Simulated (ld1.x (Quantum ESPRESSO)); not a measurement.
Pb: one change to a TM semilocal potential, before and after

lead, norm-conserving Troullier–Martins (semilocal form), made with ld1.x (Quantum ESPRESSO) 7.5 (PBEsol, scalar-relativistic). Core [Xe] 4f14, reference 5d10 6s2 6p2. Waves: 6s (bound): rc 1.55 bohr; 5d (bound): rc 1.95 bohr; 6p (bound): rc 2.45 bohr. Local part: the p channel. Core correction: none.

All-electron outer shells of the reference configuration (PBEsol, scalar-relativistic, ld1.x):

```
shell  level (eV)  outermost node (bohr)  outermost maximum (bohr)
   4f     -132.94                      –                      0.35
   5p      -85.81                   0.49                      0.88
   5d      -21.16                   0.52                      1.07
   6s      -12.10                   1.01                      1.95
   6p       -3.52                   1.18                      2.63
```

Change: all radii scaled by about 0.83 (s 1.28, p 2.02, d 1.62 bohr).

Cutoffs: the cutoffs (Ry, on a coarse ladder) from which the occupation-weighted sum of valence levels, in a spherical-Bessel basis at the reference potential, stays within 10 and 1 mRy of its value at 400 Ry; they do not see the model core or the augmentation charge, which bear on the density cutoff. Errors are all-electron minus pseudo energies relative to the spin-unpolarised reference configuration.

What does the change do?

A bound ghost appears in s, which as a rule spoils a file; the number of tests that count goes from 7 to 0. A semilocal file is local in each channel, so a ghost entry of none says nothing of the separable form that plane-wave codes build from it.

| quantity | base | changed |
| --- | --- | --- |
| cutoff, loose | 55 Ry | 140 Ry |
| cutoff, tight | 140 Ry | over 300 Ry |
| loose cutoff by channel (10 mRy a level) | s 30 Ry, d 45 Ry, p 8 Ry | s 140 Ry, d 45 Ry, p 15 Ry |
| bound ghosts | none | s |
| tests counted (converged, no solver errors) | 7 of 7 | 0 of 7 |

Base: ld1.x printed “convergence not achieved” for 4 of the counted tests; their residual had stalled under 1e-8, short of the target of 1e-14. Changed file: Tests not counted: all (the test run did not reproduce the reference configuration, from which every error is measured). A true bound ghost makes a file unfit for plane-wave use even where its test errors are small: the radial tests pick states by their node count and pass the ghost by.
